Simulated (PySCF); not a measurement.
BrGeHS, neutral, multiplicity 1.

```xyz
4

Ge     0.8345    -0.5865     0.0000
Br    -0.2956     1.4784     0.0000
S     -1.0045    -1.8721     0.0000
H     -0.2871    -3.0220     0.0000
```

Coordinates come from a r2SCAN-D4/def2-SVP optimisation. One conformer was computed; it need not be the lowest.

Method: KT2/pcSseg-2 (PySCF). Non-relativistic, no solvent.

Give the absolute GIAO shielding of each atom: isotropic value and principal components (ppm). (Estimate from the structure and the level; the computed values follow.)


| atom | σ(iso) | σ11 | σ22 | σ33 | span |
|---|---|---|---|---|---|
| Ge1 | 535.3 | -349.0 | 794.6 | 1160.4 | 1509.4 |
| Br2 | 1653.1 | 447.7 | 2072.8 | 2438.8 | 1991.1 |
| S3 | 203.2 | -512.6 | 529.1 | 593.0 | 1105.6 |
| H4 | 25.4 | 23.2 | 23.3 | 29.6 | 6.4 |
